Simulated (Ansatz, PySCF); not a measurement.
Species: C2H2F2, net charge 0, singlet state. 
Structure (B3LYP-D3(BJ)/def2-TZVP (Ansatz, an electronic-structure program) minimum search):
```xyz
6

F      1.6237    -0.7088     0.0066
C      0.6296     0.1973    -0.0125
C     -0.6296    -0.1973     0.0125
F     -1.6237     0.7088    -0.0066
H      0.9618     1.2250    -0.0485
H     -0.9618    -1.2250     0.0485
```

Total electronic energies in hartree. Cores are frozen in the correlated levels unless marked. No spin-orbit coupling. Non-relativistic. Basis-set limits of correlation are two-point, X^-3; Hartree-Fock from the larger set. [CCSD(T)-MP2]/basis is that difference in the basis named.

| level | program | energy (Eh) |
|---|---|---|
| HF/aug-cc-pVTZ | Ansatz | -275.83630 |
| HF/cc-pVQZ | Ansatz | -275.85371 |
| RI-HF/aug-cc-pVTZ | Ansatz | -275.83621 |
| PBE-D3(BJ)/def2-TZVPD | Ansatz + dftd3 | -276.89057 |
| BLYP-D3(BJ)/def2-TZVPD | Ansatz + dftd3 | -277.13959 |
| B97M-V/def2-TZVPD | Ansatz | -277.10024 |
| PBE0-D4/def2-TZVPD | Ansatz + dftd4 | -276.89080 |
| TPSSh/def2-TZVPD | PySCF | -277.17223 |
| M06-2X/def2-TZVPD | PySCF | -277.06939 |
| CAM-B3LYP/def2-TZVPD | Ansatz | -277.08851 |
| wB97X/def2-TZVPD | Ansatz | -277.10691 |
| RPA@PBE/cc-pVQZ | Ansatz | -277.18024 |
| MP2/6-31G | Ansatz | -276.05166 |
| MP2/6-31G* | Ansatz | -276.31010 |
| MP2/cc-pVTZ | Ansatz | -276.64644 |
| RI-MP2/cc-pVQZ | Ansatz | -276.73549 |
| SCS-MP2/cc-pVDZ | Ansatz | -276.35238 |
| SCS-MP2/cc-pVTZ | Ansatz | -276.63081 |
| CCSD/aug-cc-pVDZ | Ansatz | -276.45605 |
| CCSD(T)/6-31G | Ansatz | -276.08072 |
| CCSD(T)/6-31G* | Ansatz | -276.34786 |
| CCSD(T)/aug-cc-pVDZ | Ansatz | -276.47759 |
| RI-MP2/CBS(aug-cc-pVTZ,aug-cc-pVQZ)+[CCSD(T)-MP2]/aug-cc-pVTZ | Ansatz | -276.8339 |

Totals of different functionals don't rank their quality; only differences between species are comparable.
